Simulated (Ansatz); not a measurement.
One change: `CBCBO` becomes `CBCO`.

Ansatz, PBE0-D4/def2-TZVP geometries, multiplicity 1. Each molecule was computed in one conformer, which needn't be the lowest.

```csv
property,`CBCBO`
size of the dipole moment (B3LYP/def2-TZVPP) / D,2.03
LUMO energy (PBE/def2-TZVPP) / eV,-2.00
HOMO energy (PBE0/def2-TZVPP) / eV,-8.45
HOMO–LUMO gap (PBE0/def2-TZVPP) / eV,7.42
size of the dipole moment (ωB97M-V/def2-TZVPP) / D,2.07
HOMO–LUMO gap (PBE/def2-TZVPP) / eV,5.06
```

Give the same properties after the change, and the shifts. (Best estimate.)

Computed: 
```tsv
property	`CBCO`	shift
size of the dipole moment (B3LYP/def2-TZVPP) / D	1.89	-0.14
LUMO energy (PBE/def2-TZVPP) / eV	-2.00	0.00
HOMO energy (PBE0/def2-TZVPP) / eV	-7.80	0.65
HOMO–LUMO gap (PBE0/def2-TZVPP) / eV	6.81	-0.61
size of the dipole moment (ωB97M-V/def2-TZVPP) / D	1.90	-0.17
HOMO–LUMO gap (PBE/def2-TZVPP) / eV	4.12	-0.94
```

Dipoles are sizes alone; their direction can turn.

B3LYP here is the variant with VWN-RPA as its local correlation; programs differ in this.
